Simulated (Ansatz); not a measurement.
```
atom    x (Å)    y (Å)    z (Å)
  Ge  -0.0356   0.0261   0.0235
   H   0.8951   0.9195   0.9251
   H   0.9254  -0.8554  -0.8820
   H  -0.8425   0.9050  -0.8745
   H  -0.9051  -0.8424   0.8751
```

Basis set: 6-31G (spherical functions). Correlated methods keep 9 orbitals frozen. Charge 0, multiplicity 1.

Computed with Ansatz (development build ahead of 0.2.0); each method stands on the lowest determinant of its kind that the runs found. Restricted open shells among the atoms or ions are ROHF, correlated in semicanonical orbitals with singles.

Problem. Give the atomization energy at this shape (free ground-state atoms in the same class of orbitals less the molecule, no zero-point energy) of singlet GeH₄ by RHF-MP2, RHF.

Solution.

```tsv
method	atomization energy
RHF-MP2	10.31 eV
RHF	8.98 eV
```

This basis has no polarisation functions and is too small for such energies, which can lie far from measured ones in either direction.
